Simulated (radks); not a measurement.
Values are calculated unless marked as measured or tabulated.
Question: Coherent X-ray form factor from a spherical all-electron density. Level of theory: scalar-relativistic Kohn-Sham, exchange-only LDA, spin-polarised, spherical densities, point nucleus (a radial shooting solver on a logarithmic mesh with Libxc functionals).

| sin(theta)/lambda (1/angstrom) | f0 (electrons) |
|---|---|
| 0.05 | 32.953 |
| 0.1 | 32.812 |
| 0.15 | 32.579 |
| 0.2 | 32.260 |
| 0.25 | 31.858 |
| 0.3 | 31.380 |
| 0.4 | 30.230 |
| 0.5 | 28.875 |
| 0.6 | 27.388 |
| 0.8 | 24.277 |
| 1 | 21.307 |
| 1.25 | 18.074 |
| 1.5 | 15.392 |
| 2 | 11.227 |

The species is in the configuration that NIST lists as its ground one. Which atom or ion scatters so?

Answer: The gadolinium ion Gd31+, [Ar] 3d10 4s2 4p3. Extrapolating in s^2 from the first two rows gives f0(0) = 33.0, near the electron count 33; among species with that count, the fall with angle is slower the higher Z, and the table is that of Z = 64; from so few rows the species is fixed only to a neighbour or two.
